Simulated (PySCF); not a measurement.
**HCoN, quartet: structure and spectrum**

These are results of UPBE0 in PySCF with Co def2-TZVP, N def2-TZVP, H def2-TZVP; no relativity; density-fitted integrals, not measurements.

The structure is a minimum.

```json
{
  "Point group": "Cs",
  "Bond lengths": "Co–H 1.499 Å, Co–N 1.571 Å",
  "Bond angles": "H–Co–N 99.0°",
  "Principal quadrupole moments (Buckingham, traceless) about the centre of mass": "-2.74, 0.89, 1.85 D Å",
  "Entropy at 298.15 K and 1 bar (electronic part: spin only)": "257.3 J/(mol K)",
  "Rotational symmetry number": "1",
  "Dipole moment": "3.57 D",
  "Heat capacity Cp at 298.15 K": "40.8 J/(mol K)",
  "Atomisation energy without zero-point energy": "464 kJ/mol",
  "Principal polarisabilities": "22.7, 33.2, 45.4 bohr³",
  "Highest occupied level (α)": "-7.08 eV",
  "Enthalpy at 298.15 K above 0 K": "10.67 kJ/mol",
  "Lowest empty level (β)": "-2.63 eV",
  "Spin squared ⟨S²⟩": "3.798",
  "Rotational constants": "7.816, 0.5968, 0.5545 cm⁻¹",
  "Zero-point energy": "19.9 kJ/mol"
}
```

Harmonic modes (masses in u: Co 58.933, N 14.003, H 1.008):
```tsv
symmetry	ω (cm⁻¹)	IR (km/mol)
a'	491	83.5
a'	894	23.4
a'	1941	69.1
```

Charges (e):
| atom | Mulliken | Löwdin | polar tensor | spin (Mulliken) | Mayer order to Co1 |
| --- | --- | --- | --- | --- | --- |
| Co1 | 0.48 | 0.24 | 0.64 | 1.94 | – |
| N2 | -0.41 | -0.19 | -0.40 | 1.15 | 2.12 |
| H3 | -0.07 | -0.04 | -0.24 | -0.09 | 0.87 |

Mulliken populations on Co1: s 6.61, p 12.30, d 7.60, f 0.00.

This need not be the most stable arrangement of these atoms. Open d and f shells are described by one determinant, and the ground state may have another occupation or spin.

The final relaxation and frequency run took 49 s on 2 threads of a shared Intel Xeon Platinum 8488C (Sapphire Rapids) host, with 82 basis functions and 15 gradients; the process peaked at 0.84 GiB. Launch command: `OMP_NUM_THREADS=2 python axn.py task.json out`.
